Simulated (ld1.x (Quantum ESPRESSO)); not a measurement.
# PBE RRKJ dataset for Ni, scalar-relativistic all-electron reference.

Input for ld1.x (Quantum ESPRESSO) 7.5:

```
&input
   title='Ni', zed=28., rel=1, dft='PBE', iswitch=3,
   config='[Ar] 3d8 4s1 4p0',
   nld=3, rlderiv=2.50, eminld=-3.0, emaxld=5.0, deld=0.02
 /
 &inputp
   pseudotype=2, tm=.false., lloc=0,
   nlcc=.false.,
   file_pseudopw='Ni.UPF', file_wfcaegen='ae.wfc', file_wfcncgen='nc.wfc', file_beta='beta', file_chi='chi'
 /
3
4P  2  1   0.00   0.00  2.30  2.30  0.0
3D  3  2   8.00   0.00  0.75  0.75  0.0
4S  1  0   1.00   0.00  1.70  1.70  0.0
 &test
   configts(1)='3d8 4s1 4p0'
 /
```

Command:

```bash
ld1.x < Ni.in > Ni.out
```

Resulting log (shortened: banner, matrices, multipoles, cross overlaps and the repeated all-electron block are left out):

```
Program LD1 v.7.5
     --------------------------- All-electron run ----------------------------

     Ni
     scalar relativistic calculation

     atomic number is 28.00
     dft =PBE   lsd =0 sic =0 latt =0  beta=0.20 tr2=1.0E-14
     Exchange-correlation= PBE
                           (   1   4   3   4   0   0   0)
     mesh =1195 r(mesh) =  98.77016 a.u. xmin = -7.00 dx = 0.01250
     1 Ry =  13.60569312 eV, c = 137.03599908

     n l     nl                  e(Ry)          e(Ha)          e(eV)
     1 0     1S 1( 2.00)      -604.2594      -302.1297     -8221.3681
     2 0     2S 1( 2.00)       -72.8221       -36.4111      -990.7952
     2 1     2P 1( 6.00)       -62.7431       -31.3715      -853.6627
     3 0     3S 1( 2.00)        -8.8322        -4.4161      -120.1677
     3 1     3P 1( 6.00)        -5.9174        -2.9587       -80.5105
     3 2     3D 1( 8.00)        -1.3174        -0.6587       -17.9241
     4 0     4S 1( 1.00)        -0.9690        -0.4845       -13.1838
     4 1     4P 1( 0.00)        -0.5573        -0.2787        -7.5825

     final scf error:  6.5E-15 reached in  30 iterations

     Etot =   -3040.392221 Ry,   -1520.196111 Ha,  -41366.643535 eV

     Ekin =    3082.650373 Ry,    1541.325186 Ha,   41941.594975 eV
     Encl =   -7279.716439 Ry,   -3639.858220 Ha,  -99045.587898 eV
     Eh   =    1282.736655 Ry,     641.368328 Ha,   17452.521292 eV
     Exc  =    -126.062810 Ry,     -63.031405 Ha,   -1715.171904 eV

     normalization and overlap integrals

     s(1S/1S) =  1.000000  <r> =   0.0541  <r2> =    0.0039  r(max) =   0.0353
     s(2S/2S) =  1.000000  <r> =   0.2449  <r2> =    0.0708  r(max) =   0.2055
     s(2P/2P) =  1.000000  <r> =   0.2153  <r2> =    0.0569  r(max) =   0.1641
     s(3S/3S) =  1.000000  <r> =   0.7404  <r2> =    0.6333  r(max) =   0.6410
     s(3P/3P) =  1.000000  <r> =   0.7789  <r2> =    0.7166  r(max) =   0.6491
     s(3D/3D) =  1.000000  <r> =   0.9910  <r2> =    1.3076  r(max) =   0.6331
     s(4S/4S) =  1.000000  <r> =   2.5428  <r2> =    7.4295  r(max) =   2.1282
     s(4P/4P) =  1.000000  <r> =   3.2859  <r2> =   12.5165  r(max) =   2.6988

     ------------------------ End of All-electron run ------------------------

     --------------------- Generating NC pseudopotential ---------------------

      Generating local pot.: lloc=0, matching radius rcloc =   1.7000

      Wfc   4P  rcut= 2.323  Estimated cut-off energy=       31.84 Ry
      This function has    0 nodes for 0 < r <    2.323

      Wfc   3D  rcut= 0.754  Estimated cut-off energy=      405.82 Ry
      This function has    0 nodes for 0 < r <    0.754

     ------------------- End of pseudopotential generation -------------------

     Computing logarithmic derivative in   2.48821
     Computing logarithmic derivative in   2.48821
     Computing the partial wave expansion
       no projector for channel:   0
     R is outside the sphere for l=    1 j= 0.00
     R is outside the sphere for l=    2 j= 0.00

     ---------------------- Testing the pseudopotential ----------------------

     Ni
     scalar relativistic calculation

     atomic number is 28.00   valence charge is 10.00
     dft =PBE   lsd =0 sic =0 latt =0  beta=0.20 tr2=1.0E-14
     mesh =1195 r(mesh) =  98.77016 xmin = -7.00 dx = 0.01250

     n l     nl             e AE (Ry)        e PS (Ry)    De AE-PS (Ry)
     3 2     3D   1( 8.00)       -1.31740       -1.31740        0.00000
     1 0     4S   1( 1.00)       -0.96899       -0.96899        0.00000
     2 1     4P   1( 0.00)       -0.55731       -0.55731        0.00000

     eps = 7.5E-15  iter = 35

     Etot =   -3040.392221 Ry,   -1520.196111 Ha,  -41366.643535 eV
     Etotps =   -75.714150 Ry,     -37.857075 Ha,   -1030.143488 eV

     Ekin =     135.881633 Ry,      67.940816 Ha,    1848.763797 eV
     Encl =    -117.777796 Ry,     -58.888898 Ha,   -1602.448545 eV
     Ehrt =      67.850230 Ry,      33.925115 Ha,     923.149403 eV
     Ecxc =     -12.316083 Ry,      -6.158041 Ha,    -167.568839 eV
     Epseu=    -149.352134 Ry,     -74.676067 Ha,   -2032.039305 eV

     ---------------------- End of pseudopotential test ----------------------
```

Generation and configuration tests took about 1.5 s on one core of a shared server CPU.

Transferability test of the new file with ld1.x, input:

```
&input
   title='Ni', zed=28., rel=1, dft='PBE', iswitch=2,
   config='[Ar] 3d8 4s1 4p0'
 /
 &test
   file_pseudo='Ni.UPF', nconf=8,
   configts(1)='3d8 4s1 4p0',
   configts(2)='3d8 4s2 4p0',
   configts(3)='3d8 4s0 4p0',
   configts(4)='3d7 4s0 4p0',
   configts(5)='3d7 4s2 4p1',
   configts(6)='3d8 4s0 4p2',
   configts(7)='3d8 4s1.5 4p0',
   configts(8)='3d6 4s0 4p0'
 /
```

```bash
ld1.x < Ni.test.in > Ni.test.out
```

Pseudopotential blocks of its output, shortened (energy terms left out; the distinct warnings before each block abridged to one line each):

```
     ---------------------- Testing the pseudopotential ----------------------

     n l     nl             e AE (Ry)        e PS (Ry)    De AE-PS (Ry)
     3 2     3D   1( 8.00)       -1.31740       -1.31740        0.00000
     1 0     4S   1( 1.00)       -0.96899       -0.96899        0.00000
     2 1     4P   1( 0.00)       -0.55731       -0.55731        0.00000

     eps = 5.2E-15  iter = 24

     Etot =   -3040.392221 Ry,   -1520.196111 Ha,  -41366.643535 eV
     Etotps =   -75.714150 Ry,     -37.857075 Ha,   -1030.143487 eV

     ---------------------- End of pseudopotential test ----------------------

          ---------------------- Testing the pseudopotential ----------------------

     n l     nl             e AE (Ry)        e PS (Ry)    De AE-PS (Ry)
     3 2     3D   1( 8.00)       -0.65222       -0.65807        0.00585  !
     1 0     4S   1( 2.00)       -0.41473       -0.41545        0.00072
     2 1     4P   1( 0.00)       -0.09004       -0.09017        0.00013

     eps = 5.2E-15  iter = 22

     Etot =   -3041.077413 Ry,   -1520.538706 Ha,  -41375.966038 eV
     Etotps =   -76.400013 Ry,     -38.200006 Ha,   -1039.475131 eV
     dEtot_ae =      -0.685191 Ry
     dEtot_ps =      -0.685863 Ry,   Delta E=       0.000672 Ry

     ---------------------- End of pseudopotential test ----------------------

          ---------------------- Testing the pseudopotential ----------------------

     n l     nl             e AE (Ry)        e PS (Ry)    De AE-PS (Ry)
     3 2     3D   1( 8.00)       -2.08483       -2.07451       -0.01032  !
     1 0     4S   1( 0.00)       -1.59120       -1.58490       -0.00629  !
     2 1     4P   1( 0.00)       -1.10409       -1.09919       -0.00489

     eps = 9.3E-16  iter = 12

     Etot =   -3039.116953 Ry,   -1519.558476 Ha,  -41349.292622 eV
     Etotps =   -74.441291 Ry,     -37.220645 Ha,   -1012.825361 eV
     dEtot_ae =       1.275269 Ry
     dEtot_ps =       1.272859 Ry,   Delta E=       0.002410 Ry

     ---------------------- End of pseudopotential test ----------------------

          ---------------------- Testing the pseudopotential ----------------------

     n l     nl             e AE (Ry)        e PS (Ry)    De AE-PS (Ry)
     3 2     3D   1( 7.00)       -3.45909       -3.52879        0.06970  !
     1 0     4S   1( 0.00)       -2.46040       -2.44753       -0.01287  !
     2 1     4P   1( 0.00)       -1.87049       -1.84632       -0.02417  !

     eps = 8.8E-15  iter = 10

     Etot =   -3036.363194 Ry,   -1518.181597 Ha,  -41311.825830 eV
     Etotps =   -71.661875 Ry,     -35.830938 Ha,    -975.009485 eV
     dEtot_ae =       4.029027 Ry
     dEtot_ps =       4.052274 Ry,   Delta E=      -0.023247 Ry

     ---------------------- End of pseudopotential test ----------------------

          ---------------------- Testing the pseudopotential ----------------------

     n l     nl             e AE (Ry)        e PS (Ry)    De AE-PS (Ry)
     3 2     3D   1( 7.00)       -1.19138       -1.27343        0.08205  !
     1 0     4S   1( 2.00)       -0.59353       -0.59376        0.00023
     2 1     4P   1( 1.00)       -0.19240       -0.18966       -0.00274

     eps = 2.5E-15  iter = 19

     Etot =   -3040.302371 Ry,   -1520.151185 Ha,  -41365.421059 eV
     Etotps =   -75.584132 Ry,     -37.792066 Ha,   -1028.374499 eV
     dEtot_ae =       0.089850 Ry
     dEtot_ps =       0.130018 Ry,   Delta E=      -0.040168 Ry

     ---------------------- End of pseudopotential test ----------------------

          ---------------------- Testing the pseudopotential ----------------------

     n l     nl             e AE (Ry)        e PS (Ry)    De AE-PS (Ry)
     3 2     3D   1( 8.00)       -0.91464       -0.91941        0.00478
     1 0     4S   1( 0.00)       -0.57727       -0.57715       -0.00012
     2 1     4P   1( 2.00)       -0.20709       -0.20714        0.00005

     eps = 8.5E-15  iter = 17

     Etot =   -3040.379002 Ry,   -1520.189501 Ha,  -41366.463673 eV
     Etotps =   -75.701029 Ry,     -37.850515 Ha,   -1029.964975 eV
     dEtot_ae =       0.013220 Ry
     dEtot_ps =       0.013120 Ry,   Delta E=       0.000099 Ry

     ---------------------- End of pseudopotential test ----------------------

          ---------------------- Testing the pseudopotential ----------------------

     n l     nl             e AE (Ry)        e PS (Ry)    De AE-PS (Ry)
     3 2     3D   1( 8.00)       -0.97032       -0.97371        0.00340
     1 0     4S   1( 1.50)       -0.68198       -0.68270        0.00072
     2 1     4P   1( 0.00)       -0.31049       -0.31081        0.00032

     eps = 3.3E-15  iter = 27

     Etot =   -3040.804182 Ry,   -1520.402091 Ha,  -41372.248545 eV
     Etotps =   -76.126374 Ry,     -38.063187 Ha,   -1035.752085 eV
     dEtot_ae =      -0.411961 Ry
     dEtot_ps =      -0.412224 Ry,   Delta E=       0.000264 Ry

     ---------------------- End of pseudopotential test ----------------------

          Warning: n=3, l=2 expected 0 nodes, found 1
     ---------------------- Testing the pseudopotential ----------------------

     n l     nl             e AE (Ry)        e PS (Ry)    De AE-PS (Ry)
     3 2     3D   1( 6.00)       -5.03277       -5.21730        0.18452  !
     1 0     4S   1( 0.00)       -3.43415       -3.43355       -0.00060
     2 1     4P   1( 0.00)       -2.75178       -2.70273       -0.04905  !

     eps = 6.0E-15  iter =  9

     Etot =   -3032.132874 Ry,   -1516.066437 Ha,  -41254.269391 eV
     Etotps =   -67.305697 Ry,     -33.652849 Ha,    -915.740661 eV
     dEtot_ae =       8.259347 Ry
     dEtot_ps =       8.408453 Ry,   Delta E=      -0.149105 Ry

     ---------------------- End of pseudopotential test ----------------------
```
